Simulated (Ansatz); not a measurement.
A trace of molecular dynamics of AlH₅OSSi (9 atoms, charge 0, multiplicity 1).

The calculation used Ansatz 0.2.0, RKS B3LYP-D4/def2-SVP.

```yaml
ensemble: NVE (velocity Verlet)
starting_velocities_drawn_for: 100 K
seed: 12881
```

```json
{"time (fs)": "0.0", "T (K)": "100", "potential energy less start (eV)": "0.000", "conserved less start (meV/atom)": "0.00"}
{"time (fs)": "4.0", "T (K)": "56", "potential energy less start (eV)": "0.040", "conserved less start (meV/atom)": "0.03"}
{"time (fs)": "8.0", "T (K)": "81", "potential energy less start (eV)": "0.017", "conserved less start (meV/atom)": "0.01"}
{"time (fs)": "12.0", "T (K)": "69", "potential energy less start (eV)": "0.028", "conserved less start (meV/atom)": "0.03"}
{"time (fs)": "16.0", "T (K)": "131", "potential energy less start (eV)": "-0.028", "conserved less start (meV/atom)": "0.01"}
{"time (fs)": "20.0", "T (K)": "158", "potential energy less start (eV)": "-0.053", "conserved less start (meV/atom)": "0.02"}
{"time (fs)": "24.0", "T (K)": "218", "potential energy less start (eV)": "-0.106", "conserved less start (meV/atom)": "0.03"}
{"time (fs)": "28.0", "T (K)": "320", "potential energy less start (eV)": "-0.199", "conserved less start (meV/atom)": "0.00"}
{"time (fs)": "32.0", "T (K)": "388", "potential energy less start (eV)": "-0.260", "conserved less start (meV/atom)": "0.02"}
{"time (fs)": "36.0", "T (K)": "481", "potential energy less start (eV)": "-0.345", "conserved less start (meV/atom)": "0.02"}
{"time (fs)": "40.0", "T (K)": "541", "potential energy less start (eV)": "-0.399", "conserved less start (meV/atom)": "-0.01"}
{"time (fs)": "44.0", "T (K)": "571", "potential energy less start (eV)": "-0.426", "conserved less start (meV/atom)": "0.00"}
{"time (fs)": "48.0", "T (K)": "592", "potential energy less start (eV)": "-0.445", "conserved less start (meV/atom)": "0.01"}
{"time (fs)": "52.0", "T (K)": "563", "potential energy less start (eV)": "-0.419", "conserved less start (meV/atom)": "-0.02"}
{"time (fs)": "56.0", "T (K)": "416", "potential energy less start (eV)": "-0.285", "conserved less start (meV/atom)": "0.04"}
{"time (fs)": "60.0", "T (K)": "435", "potential energy less start (eV)": "-0.303", "conserved less start (meV/atom)": "-0.02"}
{"time (fs)": "64.0", "T (K)": "338", "potential energy less start (eV)": "-0.215", "conserved less start (meV/atom)": "0.03"}
{"time (fs)": "68.0", "T (K)": "316", "potential energy less start (eV)": "-0.195", "conserved less start (meV/atom)": "0.01"}
{"time (fs)": "72.0", "T (K)": "290", "potential energy less start (eV)": "-0.172", "conserved less start (meV/atom)": "0.00"}
{"time (fs)": "76.0", "T (K)": "290", "potential energy less start (eV)": "-0.172", "conserved less start (meV/atom)": "0.02"}
{"time (fs)": "80.0", "T (K)": "271", "potential energy less start (eV)": "-0.154", "conserved less start (meV/atom)": "0.02"}
{"time (fs)": "84.0", "T (K)": "301", "potential energy less start (eV)": "-0.182", "conserved less start (meV/atom)": "-0.01"}
{"time (fs)": "88.0", "T (K)": "271", "potential energy less start (eV)": "-0.154", "conserved less start (meV/atom)": "0.03"}
{"time (fs)": "92.0", "T (K)": "272", "potential energy less start (eV)": "-0.155", "conserved less start (meV/atom)": "0.01"}
{"time (fs)": "96.0", "T (K)": "296", "potential energy less start (eV)": "-0.178", "conserved less start (meV/atom)": "0.00"}
{"time (fs)": "100.0", "T (K)": "296", "potential energy less start (eV)": "-0.177", "conserved less start (meV/atom)": "0.04"}
```

Task: Can this run be trusted? Judge the integration.

Result: The conserved energy stayed within 0.045 meV per atom of its start (net change 0.036 meV per atom), so the integration is sound. The system heated up, since it started high on the potential surface and ran downhill. A run of 0.1 ps of so small a system gives no equilibrium averages. The orbitals stay closed-shell, which can raise the energy where a bond breaks towards radicals; this wasn't checked here. The time step was 0.5 fs.

The run took 6.5 min on 2 threads of Intel(R) Xeon(R) Platinum 8375C CPU @ 2.90GHz (Ice Lake), on a shared host, peak memory 0.24 GiB.
